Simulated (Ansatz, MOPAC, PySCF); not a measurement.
Complex: SiH4 (SMILES [SiH4]) (first 5 atoms) with C3H4 (SMILES C=C=C); geometry from B3LYP-D3(BJ)/def2-TZVP, rigid monomers moved along the line of their centres of mass till Si1···C6 is 5.02 Å.
(charge 0, multiplicity 1):
```xyz
12

Si    -0.114     0.346     0.252
H      1.228     0.621     0.809
H     -0.015     0.247    -1.224
H     -1.040     1.446     0.601
H     -0.627    -0.933     0.787
C     -0.346     0.713     5.249
C      0.159    -0.485     5.264
C      0.664    -1.682     5.266
H      0.281     1.586     5.107
H     -1.409     0.878     5.378
H      0.756    -2.252     4.348
H      1.009    -2.148     6.181
```

Monomers are frozen at their geometry in the pair; levels with a basis set take the counterpoise correction. Rows marked so take none.

Rows in 6-31G* carry no dispersion term and start afresh at each structure (6-31G* with six Cartesian d functions). The state reached by PM7 isn't checked; PM7 holds dispersion and hydrogen-bond terms.

Run with Ansatz (a quantum-chemistry and plane-wave program) with Gaussian orbitals; MOPAC for PM7 (differences of heats of formation); PySCF for 6-31G* rows, the dispersion terms. 

| level | interaction energy (kJ/mol) |
|---|---|
| PM7 | -1.4 |
| HF/6-31G* (no counterpoise) | -1.5 |
| HF/aug-cc-pV(D+d)Z | -0.4 |
| PBE/def2-TZVPPD | -0.9 |
| PBE-D3(BJ)/def2-TZVPPD | -2.4 |
| BP86/6-31G* (no counterpoise) | -0.5 |
| PBE0/def2-TZVPPD | -0.8 |
| PBE0-D4/def2-TZVPPD | -2.3 |
| wB97X-V/def2-TZVPPD | ___ |

Some entries are withheld; supply them.


- wB97X-V/def2-TZVPPD, interaction energy (kJ/mol): -1.9
